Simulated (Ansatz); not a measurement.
`F[B]1[CH2][AlH]1`. Charge 0, multiplicity 1.

Z-matrix (Å, degrees):
```
C
B 1 1.478
Al 1 2.096 2 64.5
H 1 1.110 2 123.2 3 -38.4
H 1 1.090 2 127.0 3 160.8
F 2 1.324 1 131.5 3 -158.6
H 3 1.586 1 121.5 2 -174.6
```

Question: Give the diagnostics of a CCSD(T)/def2-TZVPP run (frozen core, Ansatz). (An estimate is asked.)

Answer: Ansatz gave: T1 = 0.0144, largest single amplitude 0.019, largest double 0.050, (T) share of the correlation energy 4.0 %, 12 CCSD cycles. The RHF solution is stable towards an unrestricted one. T1 lies under the customary mark of 0.02 for closed shells.
